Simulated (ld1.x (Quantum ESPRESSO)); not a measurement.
**Ca, TM: configuration errors across variants**

ld1.x (Quantum ESPRESSO) 7.5 input, shortened:

```
&input
   title='Ca', zed=20., rel=1, dft='PBE', iswitch=3,
   config='[Ar] 3d0 4s2 4p0'
 /
 &inputp
   pseudotype=2, tm=.true., lloc=-2, rcloc=1.60,
   nlcc=.false.
 /
3
4S  1  0   2.00   0.00  3.55  3.55  0.0
3P  2  1   6.00   0.00  1.55  1.55  0.0
3D  3  2   0.00   0.00  1.70  1.70  0.0
 &test
   configts(1)='3p6 3d0 4s2 4p0'
 /
```

All-electron excitation energies from the reference (eV): (1) 3p6 3d0 4s1 4p0 6.309; (2) 3p6 3d0 4s0 4p0 18.130; (3) 3p6 3d0 4s1.5 4p0 2.504; (4) 3p6 3d0 4s1 4p1 2.422; (5) 3p6 3d0.5 4s1.5 4p0 1.053; (6) 3p6 3d0 4s0 4p1 9.357.

Tests that are not counted but printed errors over 1 eV. “base”: 3p5 3d0 4s2 4p0 (solver errors, printed error -12.8 eV). “wave 3p (bound): rc 1.55 bohr becomes 3p (bound): rc 1.06 bohr”: 3p5 3d0 4s2 4p0 (solver errors, printed error -12.8 eV). “wave 3d (bound): rc 1.70 bohr becomes 3d (bound): rc 1.12 bohr”: 3p5 3d0 4s2 4p0 (solver errors, printed error -12.8 eV).

3 further variants failed, have other tests or another functional or relativity, and are left out.

A true bound ghost makes a file unfit for plane-wave use even where its test errors are small: the radial tests pick states by their node count and pass the ghost by. Where a test does run into it, the solver fails or the error is huge.

Errors AE − PS in meV (a dash: test not solved or not reliable):

```tsv
change	(1)	(2)	(3)	(4)	(5)	(6)	bound ghosts
base	-1.4	+39	-0.9	-4.8	-15	+0.2	s
all radii scaled by about 1.36 (s 4.82, p 2.10, d 2.32 bohr); local potential all-electron potential smoothed inside 2.18 bohr (lloc = -2)	+8.7	-109	+2.7	-69	+16	-189	none
wave 3p (bound): rc 1.55 bohr becomes 3p (bound): rc 1.06 bohr	-1.4	+39	-0.9	-6.0	-15	-1.9	s
wave 3d (bound): rc 1.70 bohr becomes 3d (bound): rc 1.12 bohr	-1.4	+39	-0.9	-4.8	-16	+0.2	s
```

Task: Give the same row for: core correction a·sin(br)/r model core inside 1.78 bohr.

Result: -4.1, -1.6, -1.2, -6.7, -17, -13; bound ghosts: s. Not counted: 3p5 3d0 4s2 4p0 (solver errors, printed error -12.9 eV).
